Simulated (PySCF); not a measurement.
Parent: `[F:1][C@@H:2]([SiH3:3])[GeH3:4]`, CH7FGeSi.

Method: PBE0-D3(BJ)/def2-SVP geometry optimisation, gas phase (PySCF 2.14.0). One conformer each, not checked by frequencies here.

```csv
coordinate of the parent,value
F1–C2,1.395 Å
C2–Si3,1.900 Å
C2–Ge4,1.977 Å
F1–C2–Si3,108.7°
F1–C2–Ge4,107.9°
Si3–C2–Ge4,114.7°
```

**Question.** How does the shared frame change in `[SiH3:1][C@H:2]([GeH3:3])[c:4]1[cH:5][cH:6][cH:7][o:8]1` with Si1–C2–C4–C5 -75°, C5H10GeOSi? Atoms pair as C2 = C2, Si3 = Si1, Ge4 = Ge3 (parent first).

**Answer.** 
```tsv
parent	relative	value in the relative	change
C2–Si3	C2–Si1	1.899 Å	-0.001
C2–Ge4	C2–Ge3	1.976 Å	-0.001
Si3–C2–Ge4	Si1–C2–Ge3	111.3°	-3.4
```

No shared bond changes by more than 0.004 Å. Bonds of the relative outside the shared frame: C2–C4 1.486, C4–C5 1.369, C5–C6 1.431, C6–C7 1.361, C7–O8 1.352, C4–O8 1.356 Å. Point group C1 → C1.
